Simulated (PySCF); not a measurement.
A structure optimised at B3LYP-D3(BJ)/def2-TZVP, used in a PySCF frequency run:

```
Mg
H 1 1.6809
Br 1 2.3475 2 180.00
```
Charge 0, spin multiplicity 1.

Q: Write its SMILES, formula and point group.

A: [MgH][Br], BrHMg, C∞v

Q: What are its rotational constants (standard atomic weights)?

A: 4.4026 GHz (linear rotor, B only)
